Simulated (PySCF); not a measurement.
Computational details: structure optimised with GFN2-xTB, NMR shieldings at PBE0/pcSseg-1/GIAO, in PySCF (non-relativistic Hamiltonian, a single conformation, fast rotation and ring inversion assumed for equivalent nuclei, no solvent).

Referencing at the same level of theory: TMS for ¹H (σref 31.72), ¹³C (σref 186.93). Acid and N–H amide carbonyl carbons lie up to 10 ppm further downfield in solution (hydrogen bonding). Shifts are as computed. Against solution values, carbons near 30 ppm lie about +3 ppm off and those near 130 ppm about +5 ppm; carbons on Cl a further +6 ppm. Of 1309 compounds with measured shifts, 239 miss one by over three times the rms of a fit or turn the order of signals round; such compounds aren't used in these exercises. Carbons bonded to Cl come out too deshielded. OH and NH positions are gas-phase values without hydrogen bonding to other molecules.

Q: Order these molecules by the shift of their most shielded carbon-bound hydrogen, lowest δ first.
A. N#CC/C(Cl)=C/Cl
B. C=C=C([SiH2]C#CC)C(=O)O
C. CCC1=CCC=CO1

A: C (1.14 ppm, hydrogen on a methyl carbon), B (2.09 ppm, hydrogen on a propargylic methyl carbon), A (3.13 ppm, hydrogen on an allylic sp3 CH2).

Q: Order these molecules by the shift of their most deshielded carbon, lowest δ first.
A. CCC1=CCC=CO1
B. C=C=C([SiH2]C#CC)C(=O)O
C. CCO[SiH2]C#CC#CC=O

A: A (161.3 ppm, alkene carbon bearing oxygen), C (180.9 ppm, aldehyde carbonyl carbon), B (232.6 ppm, central carbon of an allene).

Q: How many ¹³C and ¹H signals does each give (equivalence by symmetry and fast rotation, but not about amide C–N or C=N bonds)? `CCO[SiH2]C#CC#CC=O`, `N#CC/C(Cl)=C/Cl`, `CCC1=CCC=CO1`, `C=C=C([SiH2]C#CC)C(=O)O`

A: CCO[SiH2]C#CC#CC=O: 7 C, 4 H; N#CC/C(Cl)=C/Cl: 4 C, 2 H; CCC1=CCC=CO1: 7 C, 6 H; C=C=C([SiH2]C#CC)C(=O)O: 7 C, 4 H.
